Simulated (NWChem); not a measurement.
# CBrCl₃; SMILES ClC(Cl)(Cl)Br

This build's default masses of Se (78.918 u) and Br (79.917 u) are each other's, which moves their modes by up to 0.6 %.

**Question.** Give the equilibrium geometry at PBE0/def2-SVP (NWChem) as an XYZ file, with the point group.

**Answer.** point group C3v; any orientation.
```
5

Cl     0.2029     1.6553     1.0030
C      0.0000     0.0000     0.4213
Cl    -1.5350    -0.6519     1.0030
Cl     1.3321    -1.0033     1.0030
Br     0.0000     0.0000    -1.5276
```
